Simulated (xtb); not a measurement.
AlH₃, SMILES [AlH3]. All values are semi-empirical tight-binding results from xtb (GFN2-xTB unless named), good for trends rather than for accurate numbers. Geometry optimised at GFN2-xTB. The isomer is the one that the SMILES or the coordinates give; other isomers of the formula were not compared.

For metal compounds this method's bond lengths and energies can be far off.

Computed properties:
- point group as xtb finds it: D3h
- orbital gap: 5.32 eV
- zero-point energy: 10.8 kcal/mol
- G − E(el) at 298.15 K (modified RRHO): -1.4 kcal/mol
